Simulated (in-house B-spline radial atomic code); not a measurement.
Configurations of Nd²⁺, with energies counted from [Xe] (4f5/2)4. Method: Dirac-Hartree-Fock, average of each configuration as written, Fermi nucleus of rms radius 4.9123 fm. Calculated with a radial B-spline atomic code at the basis-set limit. Energies include first-order Breit, QED and recoil terms.

Occupations are held fixed; configurations that lie above the ionisation limit could autoionise.

```csv
configuration,E - E(ref) (eV),highest orbital,its <r> (bohr)
[Xe] (4f5/2)2 (4f7/2)2,2.2818,4f7/2,1.038
[Xe] (4f5/2)3 7s1,10.431,7s1/2,6.925
[Kr] 4d10 (4f7/2)4 5s2 (5p1/2)2 (5p3/2)3 (5d3/2)1,22.643,5d3/2,2.574
[Kr] 4d10 (4f5/2)4 5s2 (5p1/2)1 (5p3/2)4 7s1,33.11,7s1/2,6.977
[Kr] 4d10 (4f5/2)4 5s2 (5p1/2)1 (5p3/2)4 (8d5/2)1,38.386,8d5/2,15.94
[Kr] (4d3/2)3 (4d5/2)6 (4f5/2)1 (4f7/2)3 5s2 5p6 (9p3/2)1,140.44,9p3/2,18.22
```

Task: Order these further configurations by energy, lowest first.
A. [Kr] 4d10 (4f5/2)1 (4f7/2)3 5s2 (5p1/2)1 (5p3/2)4 (6p3/2)1
B. [Xe] (4f7/2)3 (6p3/2)1
C. [Xe] (4f5/2)2 (4f7/2)1 (7p3/2)1
D. [Xe] (4f7/2)4
E. [Kr] 4d10 (4f5/2)2 (4f7/2)2 5s2 (5p1/2)1 (5p3/2)4 (9d3/2)1

Result: D (1.9522 eV), B (7.3691 eV), C (13.177 eV), A (30.51 eV), E (41.313 eV).

Task: How far above the reference does [Kr] (4d3/2)3 (4d5/2)6 (4f7/2)4 5s2 5p6 9s1 lie?

Result: 137.85 eV; its least bound orbital is 9s1/2 with <r> = 16.37 bohr.
